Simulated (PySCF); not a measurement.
Several structures and their simulated spectra, in scrambled order.

A. SMILES Cc1nnn2c(C)cccc12
B. `FC1=C[C@](F)(C(F)(F)F)OC1`
C. SMILES CC(C)c1cnnc(C#N)c1

Spectrum 1. ¹H NMR (500 MHz, computed): δ 9.63 (s, 1H), 7.65 (s, 1H), 2.59 (sept, 1H), 1.39 (d, 6H). ¹³C{¹H} NMR (computed): δ 153.3 (CH), 152.2 (C), 144.2 (C), 137.5 (CH), 122.7 (C), 38.4 (CH), 26.2 (CH3).

Spectrum 2. ¹H NMR (500 MHz, computed): δ 5.63 (m, 1H), 5.17 (m, 1H), 4.93 (m, 1H). ¹³C{¹H} NMR (computed): δ 178.4 (C), 129.4 (C), 123.6 (C), 106.8 (CH), 74.9 (CH2).

Spectrum 3. ¹H NMR (500 MHz, computed): δ 7.85 (d, 1H), 7.32 (m, 1H), 6.96 (d, 1H), 3.01 (s, 3H), 2.89 (s, 3H). ¹³C{¹H} NMR (computed): δ 140.7 (C), 138.8 (C), 138.1 (C), 127.5 (CH), 120.5 (CH), 117.4 (CH), 20.7 (CH3), 13.3 (CH3).

All values are calculated (PySCF 2.14.0 with density-fitted response routines): σ from GIAO-PBE0/pcSseg-1, geometry: GFN2-xTB. Relativity neglected, averaged over atoms made equivalent by symmetry, fast rotation or ring inversion, a single conformation, isolated molecule.

Chemical shifts δ = σref − σ; ¹H (31.72 ppm), ¹³C (186.93 ppm) against TMS, all at this level. Splittings of carbon signals by F and P are missing where no couplings were computed. Where no couplings were computed, multiplicities follow the n + 1 count of equivalent neighbours, and m marks all less simple cases (inequivalent or close neighbours, rings, F or P nearby). Shifts are as computed. Against solution values, carbons near 30 ppm lie about +3 ppm off and those near 130 ppm about +5 ppm. Of 1211 compounds with measured shifts, 218 miss one by over three times the rms of a fit or turn the order of signals round; such compounds aren't used in these exercises.

Which spectrum belongs to which compound?

## Answers

1–C, 2–B, 3–A.

- Spectrum 1 (C): 7 ¹³C signals; δC 153.3 is an aromatic CH next to a ring nitrogen; δC 137.5 is an aromatic CH.
- Spectrum 2 (B): 5 ¹³C signals; δC 129.4 is a CF3 carbon; δC 123.6 is an allylic fully substituted sp3 carbon bonded to F and O.
- Spectrum 3 (A): 8 ¹³C signals; δC 127.5 is an aromatic CH; δC 20.7 is a methyl carbon on an aromatic ring.
